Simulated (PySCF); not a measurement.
A species of formula C7H6NP has this rotational fingerprint, computed with B3LYP/def2-SVPD in PySCF (dipole) on a GFN2-xTB geometry, gas phase:

| Item | Value |
| --- | --- |
| Rotational constants | A = 2441, B = 1251, C = 831.3 MHz |
| Dipole components | \|μa\| = 3.30 D, \|μb\| = 0.75 D, \|μc\| = 0.00 D |
| Inertial defect | -3.11 u·Å² |
| κ | -0.48 |

Problem. Which structure is it? (One computed conformer of each.)
A. `Cc1pcccc1C#N`
B. `CC1=CC(C#N)=PC=C1`
C. `C(#N)c1ccpc(c1)C`

Solution. A. It is Cc1pcccc1C#N, an asymmetric top, point group Cs. The candidates at the same level (rigid rotor, commonest isotopes):

| SMILES | A (MHz) | B (MHz) | C (MHz) | μa (D) | μb (D) | μc (D) | Δ (u·Å²) | point group | rotor |
| --- | --- | --- | --- | --- | --- | --- | --- | --- | --- |
| Cc1ccpc(C#N)c1 | 2262 | 1169 | 774.4 | 5.84 | 0.67 | 0.00 | -3.12 | Cs | asymmetric top |
| Cc1cc(C#N)ccp1 | 2669 | 1030 | 746.7 | 3.44 | 0.17 | 0.00 | -3.12 | Cs | asymmetric top |
| Cc1pcccc1C#N | 2441 | 1251 | 831.3 | 3.30 | 0.75 | 0.00 | -3.11 | Cs | asymmetric top |

`Cc1ccpc(C#N)c1` has A 7 % too low; `Cc1cc(C#N)ccp1` has B 18 % too low. In the right answer the mirror of this Cs structure is the ab plane, so μc vanishes by symmetry. No structure here is proved a minimum.
